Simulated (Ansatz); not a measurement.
C₃H₈AlN, relaxed with RKS PBE0-D4/def2-TZVP in Ansatz 0.2.0 from a PBE-D4/def2-SVP geometry. The force threshold is 0.005 eV/Å; the program also tests the step.

Charge 0, multiplicity 1. The bonds changed during the relaxation, so this is another structure than the one it started from.

Start:

```xyz
13

N     0.822    0.016   -1.268
C     0.094   -1.001   -0.419
C    -1.097   -0.261    0.211
C    -0.514    0.852    1.152
Al    1.279    0.121    0.715
H     1.561   -0.413   -1.838
H     0.232    0.607   -1.881
H    -0.114   -1.957   -0.933
H    -1.693   -0.996    0.789
H    -1.789    0.166   -0.562
H    -0.743    1.888    0.823
H    -0.886    0.750    2.190
H     2.848    0.228    1.021
```

(1) How much energy does the relaxation release, and in how many steps? (An estimate is asked.)

(2) Which bonds change most? (Best estimate.)

(3) Give the relaxed structure. (Best estimate.)

Answers

(1) Computed: 5.89 kJ/mol, in 6 steps.

(2) The calculation gave: N1–Al5 from 2.038 to 1.997 Å; C2–Al5 from 1.987 to 1.954 Å; C4–Al5 from 1.984 to 1.963 Å; N1–H7 from 1.036 to 1.018 Å.

(3) The calculation gave: 
```xyz
13

N     0.815    0.022   -1.253
C     0.098   -1.002   -0.409
C    -1.089   -0.265    0.209
C    -0.504    0.848    1.134
Al    1.263    0.116    0.691
H     1.535   -0.396   -1.828
H     0.219    0.611   -1.830
H    -0.110   -1.932   -0.931
H    -1.671   -0.983    0.791
H    -1.768    0.150   -0.556
H    -0.727    1.861    0.794
H    -0.874    0.756    2.155
H     2.812    0.214    1.030
```
